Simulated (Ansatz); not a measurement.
One change: `[CH3][Ge]([Cl])([Cl])[Cl]` becomes `[F][Ge]([Cl])([Cl])[Cl]`.

Ansatz, PBE0-D4/def2-TZVP geometries, multiplicity 1. 

Scalar relativity is left out up to krypton.

```json
{"property": "zero-point energy (PBE0-D4/def2-TZVP) / kJ/mol", "`[CH3][Ge]([Cl])([Cl])[Cl]`": "108.0"}
{"property": "ideal-gas entropy at 298 K and 1 bar (rigid rotor, harmonic PBE0-D4/def2-TZVP) / J/(mol·K)", "`[CH3][Ge]([Cl])([Cl])[Cl]`": "369"}
{"property": "HOMO energy (PBE/def2-TZVPP) / eV", "`[CH3][Ge]([Cl])([Cl])[Cl]`": "-7.72"}
{"property": "LUMO energy (B3LYP/def2-TZVPP) / eV", "`[CH3][Ge]([Cl])([Cl])[Cl]`": "-1.41"}
{"property": "HOMO–LUMO gap (PBE/def2-TZVPP) / eV", "`[CH3][Ge]([Cl])([Cl])[Cl]`": "5.62"}
{"property": "HOMO energy (ωB97M-V/def2-TZVPP) / eV", "`[CH3][Ge]([Cl])([Cl])[Cl]`": "-11.41"}
```

Problem. What does the change do to each property? (Best estimate.)

Solution. Ansatz gave: 
| property | `[F][Ge]([Cl])([Cl])[Cl]` | shift |
| --- | --- | --- |
| zero-point energy (PBE0-D4/def2-TZVP) / kJ/mol | 17.8 | -90.2 |
| ideal-gas entropy at 298 K and 1 bar (rigid rotor, harmonic PBE0-D4/def2-TZVP) / J/(mol·K) | 349 | -20 |
| HOMO energy (PBE/def2-TZVPP) / eV | -8.34 | -0.62 |
| LUMO energy (B3LYP/def2-TZVPP) / eV | -2.38 | -0.97 |
| HOMO–LUMO gap (PBE/def2-TZVPP) / eV | 5.28 | -0.34 |
| HOMO energy (ωB97M-V/def2-TZVPP) / eV | -12.08 | -0.67 |

With PBE0 the HOMO falls by 0.65 eV and the LUMO falls by 0.96 eV, so the gap narrows by about 0.31 eV. PBE moves the HOMO by -0.62 eV and ωB97M-V by -0.67 eV. The zero-point energy changes by -90.2 kJ/mol with -9 modes.

B3LYP here is the variant with VWN-RPA as its local correlation; programs differ in this.
